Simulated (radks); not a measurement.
The mean radii <r> (bohr) of the occupied orbitals of an atom or ion are listed with their occupations. Calculated with a radial shooting solver on a logarithmic mesh with Libxc functionals: Dirac Kohn-Sham, PBEsol, spin-unpolarised, spherical densities, point nucleus.

| orbital | occ. | <r> |
|---|---|---|
| 1s1/2 | 2 | 0.02458 |
| 2s1/2 | 2 | 0.1048 |
| 2p1/2 | 2 | 0.08797 |
| 2p3/2 | 4 | 0.09418 |
| 3s1/2 | 2 | 0.2785 |
| 3p1/2 | 2 | 0.2682 |
| 3p3/2 | 4 | 0.2804 |
| 3d3/2 | 4 | 0.2515 |
| 3d5/2 | 6 | 0.2553 |
| 4s1/2 | 2 | 0.6357 |
| 4p1/2 | 2 | 0.6538 |
| 4p3/2 | 4 | 0.6807 |
| 4d3/2 | 4 | 0.7326 |
| 4d5/2 | 6 | 0.7420 |
| 5s1/2 | 2 | 1.479 |
| 5p1/2 | 2 | 1.640 |
| 5p3/2 | 4 | 1.714 |
| 5d3/2 | 1 | 2.415 |
| 6s1/2 | 2 | 3.706 |

Name the element and its charge. Open shells, if any, fill j = l - 1/2 first.

Answer. Z = 58, cerium, charge +1: Ce+ in [Xe] 5d1 6s2. The 1s radius gives Z: for a bare nucleus <r> = (2 gamma + 1)/(2Z) with gamma = sqrt(1 - (Z/c)^2), 0.02424 bohr for Z = 58, and screening makes it slightly larger (0.02458 here). The occupations add up to 57, and the charge is Z minus that.
